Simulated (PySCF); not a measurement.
PySCF input for 1-butanol (C₄H₁₀O), SMILES CCCCO, TDDFT-PBE/def2-SVPD. Geometry: TPSSh-D3(BJ)/def2-SVP. One conformer was computed; it need not be the lowest.

```python
import numpy as np
from pyscf import gto, scf, dft, tdscf

mol = gto.M(
    atom='''
    C    -0.29514280    2.51612656   -0.00000000
    C     0.52735111    1.22731789   -0.00000000
    C    -0.33718187   -0.03505865   -0.00000000
    C     0.47431574   -1.32098551   -0.00000000
    O    -0.42835838   -2.41329168    0.00000000
    H    -0.94473591    2.57161926    0.88899828
    H     0.35244230    3.40700756   -0.00000000
    H    -0.94473592    2.57161926   -0.88899827
    H     1.19243700    1.21561048   -0.88244240
    H     1.19243701    1.21561048    0.88244240
    H    -0.99868295   -0.04313740   -0.88372715
    H    -0.99868294   -0.04313740    0.88372716
    H     1.13517589   -1.34145183   -0.89161450
    H     1.13517590   -1.34145183    0.89161449
    H     0.08998353   -3.23035694    0.00000000
    ''',
    basis='def2-SVPD',
    charge=0,
    spin=0,
    symmetry=True,
    max_memory=1600,
    verbose=4,
)
mf = dft.RKS(mol, xc='pbe').density_fit(auxbasis='def2-universal-jkfit')
mf.grids.level = 3
mf.conv_tol = 1e-9
mf.max_cycle = 100
mf.kernel()
mf.grids = dft.Grids(mol).set(level=1).build(with_non0tab=True)  # coarser grid for the response kernel
td = tdscf.TDDFT(mf)
td.singlet = True
td.nstates = 10
td.conv_tol = 1e-4
td.positive_eig_threshold = 1e-6
td.kernel(x0=td.get_init_guess(mf, 15))
td.analyze()
tt = tdscf.TDA(mf)
tt.singlet = False
tt.nstates = 4
tt.conv_tol = 1e-4
tt.positive_eig_threshold = 1e-6
tt.kernel(x0=tt.get_init_guess(mf, 9))
tt.analyze(verbose=3)
```

Output:

```
PySCF version 2.14.0

[INPUT] verbose = 4
[INPUT] num. atoms = 15
[INPUT] num. electrons = 42
[INPUT] charge = 0
[INPUT] spin (= nelec alpha-beta = 2S) = 0
[INPUT] symmetry True subgroup None
[INPUT] Mole.unit = angstrom
[INPUT] Symbol           X                Y                Z      unit          X                Y                Z       unit  Magmom
[INPUT]  1 C     -0.295142800000   2.516126560000   0.000000000000 AA   -0.557739059637   4.754790093144   0.000000000000 Bohr   0.0
[INPUT]  2 C      0.527351110000   1.227317890000   0.000000000000 AA    0.996549169385   2.319294679879   0.000000000000 Bohr   0.0
[INPUT]  3 C     -0.337181870000  -0.035058650000   0.000000000000 AA   -0.637181388469  -0.066251246797   0.000000000000 Bohr   0.0
[INPUT]  4 C      0.474315740000  -1.320985510000   0.000000000000 AA    0.896326845170  -2.496300828419   0.000000000000 Bohr   0.0
[INPUT]  5 O     -0.428358380000  -2.413291680000   0.000000000000 AA   -0.809480021362  -4.560460333892   0.000000000000 Bohr   0.0
[INPUT]  6 H     -0.944735910000   2.571619260000   0.888998280000 AA   -1.785292129942   4.859656098057   1.679963274409 Bohr   0.0
[INPUT]  7 H      0.352442300000   3.407007560000   0.000000000000 AA    0.666019421712   6.438311192723   0.000000000000 Bohr   0.0
[INPUT]  8 H     -0.944735920000   2.571619260000  -0.888998270000 AA   -1.785292148839   4.859656098057  -1.679963255512 Bohr   0.0
[INPUT]  9 H      1.192437000000   1.215610480000  -0.882442400000 AA    2.253379350798   2.297170881351  -1.667574456704 Bohr   0.0
[INPUT] 10 H      1.192437010000   1.215610480000   0.882442400000 AA    2.253379369695   2.297170881351   1.667574456704 Bohr   0.0
[INPUT] 11 H     -0.998682950000  -0.043137400000  -0.883727150000 AA   -1.887237260773  -0.081517871726  -1.670002282342 Bohr   0.0
[INPUT] 12 H     -0.998682940000  -0.043137400000   0.883727160000 AA   -1.887237241875  -0.081517871726   1.670002301240 Bohr   0.0
[INPUT] 13 H      1.135175890000  -1.341451830000  -0.891614500000 AA    2.145171535309  -2.534976567997  -1.684907213691 Bohr   0.0
[INPUT] 14 H      1.135175900000  -1.341451830000   0.891614490000 AA    2.145171554207  -2.534976567997   1.684907194794 Bohr   0.0
[INPUT] 15 H      0.089983530000  -3.230356940000   0.000000000000 AA    0.170044227422  -6.104489901188   0.000000000000 Bohr   0.0

nuclear repulsion = 184.543956004255
point group symmetry = Cs
symmetry origin: [-2.24967395e-09 -2.69960877e-09  4.49934793e-10]
symmetry axis x: [ 1.00000000e+00 -6.47424824e-10  5.36027444e-10]
symmetry axis y: [-6.47424824e-10 -1.00000000e+00 -2.77156399e-10]
symmetry axis z: [-5.36027444e-10 -2.77156406e-10  1.00000000e+00]
num. orbitals of irrep A' = 116
num. orbitals of irrep A" = 67
number of shells = 81
number of NR pGTOs = 253
number of NR cGTOs = 183
basis = def2-SVPD
ecp = {}


[settings echo left out]
init E= -233.234507780872
HOMO (A") = -0.339089450349806  LUMO (A') = -0.0295522401545316  gap/eV = 8.42294
cycle= 1 E= -233.069614926279  delta_E= 0.165  |g|= 0.761  |ddm|= 4.74
HOMO (A") = -0.07612076447273  LUMO (A') = 0.0183866440638183  gap/eV = 2.57168
cycle= 2 E= -232.680751415829  delta_E= 0.389  |g|= 1.55  |ddm|= 2.12
HOMO (A") = -0.241135040361018  LUMO (A') = -0.00645025540447985  gap/eV = 6.38610
cycle= 3 E= -233.197248910301  delta_E= -0.516  |g|= 0.17  |ddm|= 1.53
HOMO (A") = -0.22757413014556  LUMO (A') = -0.00454136206408728  gap/eV = 6.06903
cycle= 4 E= -233.202752454959  delta_E= -0.0055  |g|= 0.072  |ddm|= 0.245
HOMO (A") = -0.228866433677569  LUMO (A') = -0.0048021632979296  gap/eV = 6.09710
cycle= 5 E= -233.203972085597  delta_E= -0.00122  |g|= 0.011  |ddm|= 0.091
HOMO (A") = -0.228670454787629  LUMO (A') = -0.00496682667510218  gap/eV = 6.08729
cycle= 6 E= -233.203999376654  delta_E= -2.73e-05  |g|= 0.00402  |ddm|= 0.0247
HOMO (A") = -0.228828215059921  LUMO (A') = -0.00504481392371359  gap/eV = 6.08946
cycle= 7 E= -233.204003200485  delta_E= -3.82e-06  |g|= 0.000865  |ddm|= 0.00537
HOMO (A") = -0.228878777630273  LUMO (A') = -0.00506850819940619  gap/eV = 6.09019
cycle= 8 E= -233.204003361914  delta_E= -1.61e-07  |g|= 0.000217  |ddm|= 0.00172
HOMO (A") = -0.22889501117857  LUMO (A') = -0.00507297517955863  gap/eV = 6.09051
cycle= 9 E= -233.204003375445  delta_E= -1.35e-08  |g|= 1.94e-05  |ddm|= 0.000488
HOMO (A") = -0.228897336953296  LUMO (A') = -0.0050742966248265  gap/eV = 6.09054
cycle= 10 E= -233.204003375525  delta_E= -7.95e-11  |g|= 1.08e-05  |ddm|= 5.45e-05
HOMO (A") = -0.228896241101608  LUMO (A') = -0.00507379771676542  gap/eV = 6.09052
Extra cycle  E= -233.204003375485  delta_E= 3.98e-11  |g|= 1.68e-05  |ddm|= 3.34e-05
converged SCF energy = -233.204003375485
tot grids = 50624
Overwritten attributes  positive_eig_threshold  of <class 'pyscf.tdscf.rks.CasidaTDDFT'>


******** <class 'pyscf.tdscf.rks.CasidaTDDFT'> for <class 'pyscf.df.df_jk.DFSymAdaptedRKS'> ********
nstates = 10 singlet
deg_eia_thresh = 1.000e-03
wfnsym = None
conv_tol = 0.0001
eigh lindep = 1e-12
eigh level_shift = 0
eigh max_cycle = 100


Excitation energies (eV)
[6.15204247 6.46048159 7.0143947  7.39495769 7.44707685 7.59305644
 7.62853059 7.96593543 7.97554329 7.97639463]

** Singlet excitation energies and oscillator strengths **
Excited State   1:   A"      6.15204 eV    201.53 nm  f=0.0006
      21 -> 22        0.70423
Excited State   2:   A"      6.46048 eV    191.91 nm  f=0.0022
      21 -> 23        0.70407
Excited State   3:   A"      7.01439 eV    176.76 nm  f=0.0158
      21 -> 24       -0.70500
Excited State   4:   A'      7.39496 eV    167.66 nm  f=0.0252
      21 -> 25        0.70110
Excited State   5:   A"      7.44708 eV    166.49 nm  f=0.0006
      21 -> 26       -0.70612
Excited State   6:   A"      7.59306 eV    163.29 nm  f=0.0023
      19 -> 22       -0.70655
Excited State   7:   A'      7.62853 eV    162.53 nm  f=0.0067
      20 -> 22       -0.70034
Excited State   8:   A'      7.96594 eV    155.64 nm  f=0.0334
      18 -> 22       -0.20880
      20 -> 23       -0.67273
Excited State   9:   A'      7.97554 eV    155.46 nm  f=0.0210
      18 -> 22        0.67300
      20 -> 23       -0.20626
Excited State  10:   A"      7.97639 eV    155.44 nm  f=0.0002
      19 -> 23       -0.70646

** Transition electric dipole moments (AU) **
state          X           Y           Z        Dip. S.      Osc.
  1        -0.0000     -0.0000      0.0654      0.0043      0.0006
  2         0.0000     -0.0000     -0.1175      0.0138      0.0022
  3         0.0000      0.0000      0.3037      0.0922      0.0158
  4        -0.3498     -0.1291     -0.0000      0.1390      0.0252
  5        -0.0000      0.0000     -0.0580      0.0034      0.0006
  6         0.0000      0.0000     -0.1111      0.0123      0.0023
  7         0.0711      0.1760     -0.0000      0.0360      0.0067
  8         0.0832      0.4051     -0.0000      0.1711      0.0334
  9         0.0682     -0.3206      0.0000      0.1074      0.0210
 10         0.0000     -0.0000      0.0354      0.0013      0.0002

** Transition velocity dipole moments (imaginary part, AU) **
state          X           Y           Z        Dip. S.      Osc.
  1         0.0000      0.0000      0.0118      0.0001      0.0004
  2        -0.0000      0.0000     -0.0304      0.0009      0.0026
  3        -0.0000     -0.0000      0.0827      0.0068      0.0177
  4        -0.0942     -0.0331     -0.0000      0.0100      0.0245
  5         0.0000     -0.0000     -0.0127      0.0002      0.0004
  6         0.0000     -0.0000     -0.0308      0.0010      0.0023
  7         0.0186      0.0486     -0.0000      0.0027      0.0064
  8         0.0249      0.1183      0.0000      0.0146      0.0333
  9         0.0196     -0.0928      0.0000      0.0090      0.0205
 10        -0.0000     -0.0000      0.0112      0.0001      0.0003

** Transition magnetic dipole moments (imaginary part, AU) **
state          X           Y           Z
  1         0.4651     -0.3578     -0.0000
  2        -0.2787     -0.1651     -0.0000
  3         0.4971      0.0425      0.0000
  4        -0.0000     -0.0000      0.4240
  5         0.0093      0.3529     -0.0000
  6        -0.0991     -0.3611     -0.0000
  7        -0.0000     -0.0000      0.6115
  8         0.0000      0.0000      0.1325
  9        -0.0000     -0.0000     -0.0397
 10        -0.1499     -0.8112     -0.0000
Overwritten attributes  positive_eig_threshold  of <class 'pyscf.tdscf.rks.TDA'>


******** <class 'pyscf.tdscf.rks.TDA'> for <class 'pyscf.df.df_jk.DFSymAdaptedRKS'> ********
nstates = 4 triplet
deg_eia_thresh = 1.000e-03
wfnsym = None
conv_tol = 0.0001
eigh lindep = 1e-12
eigh level_shift = 0
eigh max_cycle = 100


Excitation energies (eV)
[5.90374009 6.40276659 6.90313308 7.25720682]

** Triplet excitation energies and oscillator strengths **
Excited State   1:   A"      5.90374 eV    210.01 nm  f=0.0000
Excited State   2:   A"      6.40277 eV    193.64 nm  f=0.0000
Excited State   3:   A"      6.90313 eV    179.61 nm  f=0.0000
Excited State   4:   A'      7.25721 eV    170.84 nm  f=0.0000
```

The run converged.

Cost: about 90 core-seconds (a rough figure).
